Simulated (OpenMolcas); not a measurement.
**Pd2+ in tetrahedral coordination: ligands and hosts compared**

```json
{"Program": "OpenMolcas 26.06", "Method": "CASSCF", "Active space": "8 electrons in 5 orbitals (4d)", "Spin-orbit coupling": "state interaction with AMFI integrals over the reference wave functions"}
```

Distances were set from a Shannon-type radius of the metal (high-spin where two are listed) plus a fixed donor radius (S 1.78, Br 1.91, H2O 1.36, Cl 1.76 Å). Anionic complexes are neutralised by point charges, and hosts are embedded clusters. Ligand basis ANO-RCC-VDZP. States (labels of the rotation group of each site). Energies in cm-1 above the lowest state or level, χT in cm3 K/mol; under a threefold ground state the first gap can be a small split of the lowest multiplet, not the spin-orbit step; 10Dq and B are least-squares fits to the states below 45000 cm-1, weighted by degeneracy, with a free offset, and given where the rms deviation is under 5 % of |10Dq| (or 100 cm-1) and under 700 cm-1; 10Dq is negative for this site.

| Ligand or host | R (Å) | Metal basis | Outer charge (e at Å behind ligand) | Ground state | First state of that spin | 10Dq | B (rms of fit) | First gap with spin-orbit (degeneracies) | χT at 300 K | First state of another spin |
| --- | --- | --- | --- | --- | --- | --- | --- | --- | --- | --- |
| S | 2.42 | ANO-RCC-VDZP | 1.5 at 2.8 | 3T1 | 3T2 2567 |  |  | 519.6 (1, 3) | 1.985 | 1E 10092 |
| Br | 2.55 | ANO-RCC-VDZP | 0.5 at 2.8 | 3T1 | 3T2 3716 |  |  | 557.9 (1, 3) | 1.855 | 1E 10588 |
| H2O | 2 | ANO-RCC-VDZP |  | 2S+1 = 3 | 1345 |  |  | 651.1 (1, 1) | 1.511 | 2S+1 = 1: 11385 |
| Cl | 2.4 | ANO-RCC-VDZP | 0.5 at 2.6 | 3T1 | 3T2 4193 | -5194 | 788 (218) | 654.5 (1, 3) | 1.693 | 1E 10958 |

The rows also differ in their outer charges, so part of each step comes from that.

Without dynamic correlation the repulsion within the d shell is too large (B by tens of per cent), so at a given field states of lower spin stand too high. Real 4d8 and 5d8 ions are as a rule square planar and diamagnetic. With metal d orbitals alone the field can be off either way by tens of per cent. Ligand-to-metal charge-transfer states are missing. With no ligand orbital active B as a rule stays too high, so bands that hang on it stand too high and its fall with covalency is understated. An orbital triplet at a regular site is open to Jahn-Teller coupling, which can distort the site and quench the lowest spin-orbit gaps and is left out (holds for S; Br; Cl). The least metal-like active orbital is 83 % on the metal (Löwdin) and no ligand orbital is active, so the numbers are rough (holds for S). The sulfide ions are held by bare point charges, a crude embedding (holds for S). The least metal-like active orbital is 85 % on the metal (Löwdin) and no ligand orbital is active, so the numbers are rough (holds for Br). An orbital doublet at a regular site is open to a Jahn-Teller distortion, which this geometry leaves out (holds for H2O). No measured value stands beside these numbers; the geometry is a model, was not optimised and need not be the one that this ion takes.

A state without a sure symmetry label is named by its multiplicity alone.
